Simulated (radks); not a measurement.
Trend from La to Lu: ionisation energy by Delta-SCF between NIST ground configurations, and size. Calculated with a radial shooting solver on a logarithmic mesh with Libxc functionals: Dirac Kohn-Sham, PBE, spin-unpolarised, spherical densities, finite nucleus; open shells fill j = l - 1/2 first; Fermi nuclear charge, rms radius of each element as measured or else 0.836 A^(1/3) + 0.57 fm.

species	configuration	configuration of the ion	IE (eV)	NIST (eV)	kind	-e(HOMO) (eV)
La	[Xe] 5d1 6s2	[Xe] 5d2	5.919	5.577	exp.	3.172 (5d3/2)
Ce	[Xe] 4f1 5d1 6s2	[Xe] 4f1 5d2	6.115	5.539	exp.	3.144 (5d3/2)
Pr	[Xe] 4f3 6s2	[Xe] 4f3 6s1	5.716	5.470	semi-emp.	1.336 (4f5/2)
Nd	[Xe] 4f4 6s2	[Xe] 4f4 6s1	5.793	5.525	exp.	1.840 (4f5/2)
Pm	[Xe] 4f5 6s2	[Xe] 4f5 6s1	5.868	5.582	exp.	2.244 (4f5/2)
Sm	[Xe] 4f6 6s2	[Xe] 4f6 6s1	5.941	5.644	exp.	2.564 (4f5/2)
Eu	[Xe] 4f7 6s2	[Xe] 4f7 6s1	6.015	5.670	exp.	2.264 (4f7/2)
Gd	[Xe] 4f7 5d1 6s2	[Xe] 4f7 5d1 6s1	6.616	6.150	exp.	2.638 (5d3/2)
Tb	[Xe] 4f9 6s2	[Xe] 4f9 6s1	6.162	5.864	exp.	2.548 (4f7/2)
Dy	[Xe] 4f10 6s2	[Xe] 4f10 6s1	6.235	5.939	exp.	2.611 (4f7/2)
Ho	[Xe] 4f11 6s2	[Xe] 4f11 6s1	6.309	6.022	exp.	2.628 (4f7/2)
Er	[Xe] 4f12 6s2	[Xe] 4f12 6s1	6.384	6.108	exp.	2.604 (4f7/2)
Tm	[Xe] 4f13 6s2	[Xe] 4f13 6s1	6.460	6.184	exp.	2.542 (4f7/2)
Yb	[Xe] 4f14 6s2	[Xe] 4f14 6s1	6.537	6.254	exp.	2.446 (4f7/2)
Lu	[Xe] 4f14 5d1 6s2	[Xe] 4f14 6s2	5.449	5.426	exp.	1.867 (5d3/2)

Reference values: NIST Atomic Spectra Database (exp. = measured, semi-emp. = semi-empirical, theory = theoretical value adopted there). Spin polarisation and multiplet splitting are left out, so open shells lie too high by an amount that depends on their filling.

Beside tabulated values, note that spin-unpolarised runs miss the spin-polarisation part of the exchange energy of open shells.
